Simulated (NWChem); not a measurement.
System: C4H5Cl; SMILES ClCCC#C

NWChem input:

```
start job
memory heap 200 mb stack 900 mb global 1100 mb
geometry units angstroms noautosym nocenter noautoz
  C      0.954528    -2.390303    -0.126148
  C      0.054409    -1.593369     0.091960
  C     -1.023244    -0.637852     0.332268
  C     -0.889305     0.677795    -0.441121
  Cl     0.548825     1.627008     0.078802
  H      1.753815    -3.093515    -0.312127
  H     -1.093306    -0.413287     1.418941
  H     -1.996556    -1.097830     0.045928
  H     -0.781782     0.491580    -1.526829
  H     -1.779451     1.313499    -0.271478
end
basis spherical
  * library def2-svp
end
dft
  xc b3lyp
  iterations 150
end
cosmo
  do_cosmo_smd true
  solvent dmso
end
task dft energy
```

Output (shortened):

```
             Northwest Computational Chemistry Package (NWChem) 7.3.0
             --------------------------------------------------------

                             Geometry "geometry" -> ""
                             -------------------------

 Output coordinates in angstroms (scale by  1.889725989 to convert to a.u.)

  No.       Tag          Charge          X              Y              Z
 ---- ---------------- ---------- -------------- -------------- --------------
    1 C                    6.0000     0.95452800    -2.39030300    -0.12614800
    2 C                    6.0000     0.05440900    -1.59336900     0.09196000
    3 C                    6.0000    -1.02324400    -0.63785200     0.33226800
    4 C                    6.0000    -0.88930500     0.67779500    -0.44112100
    5 Cl                  17.0000     0.54882500     1.62700800     0.07880200
    6 H                    1.0000     1.75381500    -3.09351500    -0.31212700
    7 H                    1.0000    -1.09330600    -0.41328700     1.41894100
    8 H                    1.0000    -1.99655600    -1.09783000     0.04592800
    9 H                    1.0000    -0.78178200     0.49158000    -1.52682900
   10 H                    1.0000    -1.77945100     1.31349900    -0.27147800

 Effective nuclear repulsion energy (a.u.)     188.9330673995

                                 NWChem DFT Module
                                 -----------------

 Summary of "ao basis" -> "ao basis" (spherical)
 ------------------------------------------------------------------------------
       Tag                 Description            Shells   Functions and Types
 ---------------- ------------------------------  ------  ---------------------
 C                          def2-svp                 6       14   3s2p1d
 Cl                         def2-svp                 8       18   4s3p1d
 H                          def2-svp                 3        5   2s1p

 in cosmo_initialize ...
 calling solv_data for solv:dmso

 solvent parameters
 solvname_short: dmso
 solvname_long:  dimethylsulfoxide
 dielec:       46.8260
 dielecinf:     2.0079
 nonaqueous SMD model solvent descriptors
 dielec:       46.8260
 sola:          0.0000
 solb:          0.8800
 solc:          0.0000
 solg:         61.7800
 solh:          0.0000
 soln:          1.4170

[...]

                                COSMO-SMD solvation results
                                ---------------------------

             internal energy in gas <Psi(g)|H|Psi(g)> =      -615.317352207014
         internal energy in solvent <Psi(s)|H|Psi(s)> =      -615.315469682585
                               delta internal energy  =         0.001882524428 (    1.18 kcal/mol)
   total free energy in solvent <Psi(s)|H+V/2|Psi(s)> =      -615.327295226934
 polarization energy contribution <Psi(s)|V/2|Psi(s)> =        -0.011825544349 (   -7.42 kcal/mol)
    total free energy in solvent including G(SMD-CDS) =      -615.325437306555
                       G(SMD-CDS) energy contribution =         0.001857920379 (    1.17 kcal/mol)
     1 M fixed-concentration free energy of solvation =        -0.008085099541 (   -5.07 kcal/mol)

                       DFT Final Molecular Orbital Analysis
                       ------------------------------------

 Vector   21  Occ=2.000000D+00  E=-2.943809D-01
              MO Center=  2.7D-01,  1.3D+00, -1.9D-02, r^2= 2.3D+00
   Bfn.  Coefficient  Atom+Function         Bfn.  Coefficient  Atom+Function
  ----- ------------  ---------------      ----- ------------  ---------------
    69     -0.361279   5 Cl pz               68     -0.352984   5 Cl py
    67      0.337343   5 Cl px               66     -0.260652   5 Cl pz
    65     -0.250639   5 Cl py               64      0.245961   5 Cl px
    95      0.170262  10 H  s                63     -0.151468   5 Cl pz
    90     -0.150435   9 H  s                62     -0.145982   5 Cl py

 Vector   22  Occ=2.000000D+00  E=-2.806481D-01
              MO Center=  3.5D-01, -1.3D+00, -1.3D-02, r^2= 3.4D+00
   Bfn.  Coefficient  Atom+Function         Bfn.  Coefficient  Atom+Function
  ----- ------------  ---------------      ----- ------------  ---------------
     5      0.248251   1 C  py                6     -0.246486   1 C  pz
    20     -0.228672   2 C  pz               19      0.225035   2 C  py
    69      0.214705   5 Cl pz                4      0.160555   1 C  px
     8      0.161307   1 C  py               22      0.158794   2 C  py
     9     -0.154984   1 C  pz               66      0.153265   5 Cl pz

 Vector   23  Occ=2.000000D+00  E=-2.790003D-01
              MO Center=  3.6D-01, -1.7D+00,  2.6D-02, r^2= 2.4D+00
   Bfn.  Coefficient  Atom+Function         Bfn.  Coefficient  Atom+Function
  ----- ------------  ---------------      ----- ------------  ---------------
     6      0.311900   1 C  pz               20      0.281920   2 C  pz
     4      0.217752   1 C  px               18      0.206578   2 C  px
     9      0.198971   1 C  pz                5      0.166506   1 C  py
    23      0.165494   2 C  pz               19      0.148374   2 C  py
     7      0.142500   1 C  px               85      0.136088   8 H  s

 Vector   24  Occ=0.000000D+00  E= 2.495805D-02
              MO Center= -8.5D-02, -1.0D+00, -2.9D-02, r^2= 5.1D+00
   Bfn.  Coefficient  Atom+Function         Bfn.  Coefficient  Atom+Function
  ----- ------------  ---------------      ----- ------------  ---------------
    45      1.163533   4 C  s                96     -0.566810  10 H  s
    22     -0.511465   2 C  py               31      0.386410   3 C  s
    81     -0.381597   7 H  s                86     -0.370763   8 H  s
     7      0.346142   1 C  px               36     -0.341420   3 C  py
     8      0.321467   1 C  py               91     -0.320783   9 H  s

[...]
```

Level: B3LYP/def2-SVP, SMD on the gas-phase geometry. All runs use the structure optimised with PBE-D3(BJ)/def2-SVP. B3LYP is NWChem's, with the RPA form of VWN correlation. Solvent: dimethyl sulfoxide.
